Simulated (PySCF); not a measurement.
**Dipole response of Bi (bismuth, neutral)**

[Xe] 4f14 5d10 6s1 6p3 7s1, high-spin 6S determinant (an excited configuration). All numbers are calculated (PySCF 2.14, a scalar-relativistic core potential, in aug-cc-pVTZ-PP with ECP60MDF). Coupled (time-dependent) response in atomic units; α is the mean over directions.

| method | mean α (bohr³) | C₆ (like pair) | S(−4) |
| --- | --- | --- | --- |
| UHF | 483.0 | 9228 | 199000 |
| PBE | 414.4 | 7570 | 142200 |
| PBE0 | 457.5 | 8664 | 174800 |
| MN15 | 363.8 | 6678 | 94990 |
| TPSS | 530.8 | 10670 | 239000 |

S(−4) is the Cauchy moment in α(ω) = α(0) + S(−4) ω² + …

α(iu) at MN15:

| u (hartree) | α(iu) (bohr³) |
| --- | --- |
| 0 | 363.8 |
| 0.0500 | 223.8 |
| 0.100 | 112.5 |
| 0.200 | 47.68 |
| 0.300 | 29.24 |
| 0.500 | 15.63 |
| 0.750 | 9.226 |
| 1.00 | 6.268 |
| 1.50 | 3.583 |
| 2.00 | 2.366 |
| 3.00 | 1.262 |
| 5.00 | 0.5262 |

A single London oscillator, α(iu) = α/(1 + u²/ω²), gives C₆ = (3/4) ω α². Matching the computed C₆ needs ω = 4 × 6678 / (3 × 363.8²) = 0.0673 hartree.

Energies and moments cover only the electrons outside the core potential. Spin-orbit coupling, which splits the p, d and f shells strongly at this Z, is absent. Spin-orbit coupling is strong in this species (close to jj coupling), so the high-spin LS determinant is a model state, not a physical level. The outer electron is Rydberg-like, and this basis confines it to a smaller radius and binds it less than a complete one would.
